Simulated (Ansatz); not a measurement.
Coupled-cluster diagnostics for LiNbO₃, Ansatz.

Geometry of the singlet (B3LYP-D4/def2-TZVP):

```xyz
5

Li    1.231   -0.008    0.464
Nb   -1.286   -0.129    0.005
O     0.312   -0.404   -1.169
O     0.172    1.001   -0.773
O    -0.428   -0.459    1.474
```

In the def2 sets Nb takes a core potential; there is no spin–orbit coupling. Correlated methods freeze 3 core orbitals; core or outer-core shells of Li, Nb are correlated, in sets that lack core-valence functions. The structure holds one bond between oxygen atoms, so isomers without such links may lie far lower. The geometry of the singlet was relaxed on an unsound state (restricted singlet, unstable towards broken spin symmetry at other levels and untested here). At PBE0-D4/def2-TZVP a triplet of charge 0 lies 0.63 eV below the restricted singlet, each at its own geometry. The structure comes from a short search, and lower isomers may exist.

Estimate the CCSD(T) correlation energy, the shares of MP2 and (T), T1 and the reference's ⟨S²⟩ for: charge 0, singlet, own geometry in def2-TZVPP; and the rough time on 4 threads of Arm Neoverse V2 on a shared host.


| state | basis | correlation (eV) | MP2 share (%) | (T) share (%) | T1 | ⟨S²⟩ (pure) | wall time | remarks |
| --- | --- | --- | --- | --- | --- | --- | --- | --- |
| charge 0, singlet, own geometry | def2-TZVPP | -34.352 | 96.6 | 5.7 | 0.042 | 0.00 (0.00) | 64 s | restricted SCF unstable |
Customary marks for T1 are 0.02 (closed shells), 0.045 (open shells) and about 0.05 (3d metals). T1 exceeds 0.02 in 1 of 1 rows and 0.045 in 0; the higher it lies, the less the single-reference result can be trusted.
